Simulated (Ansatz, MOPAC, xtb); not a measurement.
The molecule Se$_{2}$, multiplicity 3 (the spin of the measured ground state). No spin–orbit coupling. Se is treated without relativity.

Seven points along R, fitted to fifth degree in 1/R; most abundant isotopes. Runs in def2 and cc sets follow the lowest solution found near the PBE0 minimum.

Correlated levels freeze the inner cores; with def2 sets outer-core shells near the valence are correlated too. CBS: X⁻³ extrapolation of the correlation energy, Hartree–Fock from the larger set. The state that PM7 reach isn't checked; PM7 holds dispersion and hydrogen-bond terms.

Run with Ansatz (an electronic-structure program) with Gaussian orbitals; MOPAC for PM7 (differences of heats of formation); xtb for the GFN methods. Each number belongs to the level named beside it. The GFN methods have no spin term and hold the electronic entropy of 300 K.

D_e counts from each atom's lowest state at the same level, without counterpoise or zero-point energy.

| level | r_e (Å) | ω_e (cm⁻¹) | ω_e x_e (cm⁻¹) | D_e (eV) |
|---|---|---|---|---|
| PM7 | 2.167 | 306 | 0.37 | - |
| GFN1-xTB | 2.170 | 384 | 0.53 | - |
| SVWN5/def2-TZVPP | 2.170 | 389 | 0.85 | 4.94 |
| PBE/def2-TZVPP | 2.195 | 375 | 0.85 | 4.11 |
| r2SCAN/def2-TZVPP | 2.172 | [?] | 0.85 | 3.91 |
| wB97M-V/def2-TZVPP | 2.153 | 419 | 0.75 | 3.42 |
| CCSD(T)/def2-TZVPP | 2.178 | 392 | 0.94 | 3.38 |
| CCSD(T)/CBS(def2-TZVPP, def2-QZVPP) | [?] | [?] | 0.90 | - |

### Question
Fill in the missing entries.

### Answer

- CCSD(T)/CBS(def2-TZVPP, def2-QZVPP), r_e (Å): 2.156
- CCSD(T)/CBS(def2-TZVPP, def2-QZVPP), ω_e (cm⁻¹): 397
- r2SCAN/def2-TZVPP, ω_e (cm⁻¹): 393

Measured for the ground state: r_e 2.166 Å, ω_e 385.3 cm-1, ω_e x_e 0.96363 cm-1, B_e 0.08992 cm-1, α_e 0.000288 cm-1 [Huber and Herzberg (1979), NIST Chemistry WebBook].
